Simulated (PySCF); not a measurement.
An element was calculated at UHF (PySCF 2.14, spin-free X2C, a double-zeta basis, no spin-orbit coupling), in the ground configurations that NIST lists.

| Property | Result |
| --- | --- |
| first ionisation energy | 5.006 eV |
| second ionisation energy | 11.038 eV |
| third ionisation energy | 18.495 eV |

Task: Which element is it?

Result: Erbium (Er, Z = 68), in cc-pVDZ-X2C. NIST lists 6.108, 11.916 ± 0.02, 22.7 ± 0.03 eV for these ionisation energies.
